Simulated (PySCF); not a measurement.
Gas-phase reaction: 4 SnH3F = 3 SnH4 + SnF4

Method: PySCF energies (xtb for GFN2) plus ideal-gas RRHO corrections (1 bar). † marks an energy on the PBE0/def2-TZVP geometry and frequencies; other levels use their own. MP2 freezes the core. All species are closed-shell singlets. Sn: scalar-relativistic def2 core potential, no spin-orbit coupling. SnH3F: computed as isolated molecules; such fragments, hydroxides, amides, oligomers or adducts are transient or little studied in the gas. MP2 isn't extrapolated to the basis-set limit.

| level | ΔH°(298 K), kJ |
|---|---|
| BLYP/def2-TZVP† | 38 |
| GFN2-xTB | 82 |
| MP2/def2-TZVPP† | 19 |
| PBE/def2-SVP | 18 |
| PBE0/def2-QZVP† | (withheld) |
| PBE0/def2-SVP† | (withheld) |
| ωB97X-V/def2-TZVP† | (withheld) |

Q: Some entries are withheld; supply them.

A: 
- PBE0/def2-QZVP†, ΔH°(298 K), kJ: 30
- PBE0/def2-SVP†, ΔH°(298 K), kJ: 29
- ωB97X-V/def2-TZVP†, ΔH°(298 K), kJ: 30
